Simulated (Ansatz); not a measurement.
Computed with Ansatz on PBE0-D4/def2-TZVP structures; ΔE is electronic, products minus reactants. CCSD(T)/CBS adds triple-zeta CCSD(T) − MP2 to the extrapolated MP2 energy (def2 sets, frozen cores). This one scheme is used for every species. DFT in def2-TZVPP. HSE06 is defined as in plane-wave codes. For Ga outer-core shells are correlated without core-valence functions, which leaves a few kJ/mol of doubt a bond. Scalar relativity is left out up to krypton. Each species was taken in one conformer, which may not be the lowest.

`[OH][Ga]([OH])[OH]` + H₂S → `[OH][Ga-]([OH])([OH])[SH2+]`  (adduct formation)

`[OH][Ga]([OH])[OH]`:

```xyz
7

O    -1.201   -0.985    0.857
Ga    0.000    0.000    0.000
O    -0.524    1.164   -1.233
O     1.725   -0.179    0.375
H    -2.102   -0.810    0.578
H     0.204    1.643   -1.634
H     1.898   -0.834    1.055
```

H₂S:

Z-matrix (Å, degrees):
```
S
H 1 1.341
H 1 1.341 2 92.3
```

`[OH][Ga-]([OH])([OH])[SH2+]`:

Cartesian coordinates in Å:
```
O 0.790 -1.494 -0.584
Ga -0.044 -0.315 0.494
O -1.838 -0.233 0.412
O 0.782 0.221 1.991
S 0.370 1.726 -1.074
H 0.182 -2.125 -0.973
H -2.234 0.033 1.244
H 1.626 -0.215 2.120
H 1.125 0.964 -1.886
H -0.759 1.438 -1.745
```

```json
{"level": "BLYP-D4", "ΔE (kcal/mol)": "-9.3", "difference from CCSD(T)/CBS": "0.5"}
{"level": "B97M-V", "ΔE (kcal/mol)": "-9.2", "difference from CCSD(T)/CBS": "0.6"}
{"level": "BLYP", "ΔE (kcal/mol)": "-4.4", "difference from CCSD(T)/CBS": "5.4"}
{"level": "PBE0", "ΔE (kcal/mol)": "-8.8", "difference from CCSD(T)/CBS": "1.0"}
{"level": "r2SCANh", "ΔE (kcal/mol)": "-10.5", "difference from CCSD(T)/CBS": "-0.7"}
{"level": "HSE06", "ΔE (kcal/mol)": "-8.8", "difference from CCSD(T)/CBS": "1.0"}
{"level": "CAM-B3LYP", "ΔE (kcal/mol)": "-7.6", "difference from CCSD(T)/CBS": "2.2"}
{"level": "MP2/def2-SVP", "ΔE (kcal/mol)": "-10.3", "difference from CCSD(T)/CBS": "-0.5"}
{"level": "SCS-MP2/def2-TZVPP", "ΔE (kcal/mol)": "-8.6", "difference from CCSD(T)/CBS": "1.2"}
{"level": "CCSD(T)/def2-TZVPP", "ΔE (kcal/mol)": "-9.6", "difference from CCSD(T)/CBS": "0.2"}
{"level": "CCSD(T)/CBS", "ΔE (kcal/mol)": "-9.8", "difference from CCSD(T)/CBS": "0"}
```

Largest T1 diagnostic among the species: 0.014.

The D4 term adds −3.9 kcal/mol with B3LYP and −2.1 kcal/mol with PBE0; it sums over pairs of atoms, weighted by their polarisabilities, and B3LYP, whose exchange is more repulsive, gets the larger term. Leaving LDA and LC-ωPBE aside and taking each functional with its dispersion term where it has one, the values, not all of them listed here, spread over 3.7 kcal/mol, from r2SCAN0-D4 to B2PLYP. LDA lies −6.3 kcal/mol from PBE without D4. From BLYP to BHLYP (50 % exact exchange), in def2-TZVPP and without D4, ΔE moves by −2.9 kcal/mol.

B3LYP here is the variant with VWN-RPA as its local correlation; programs differ in this.
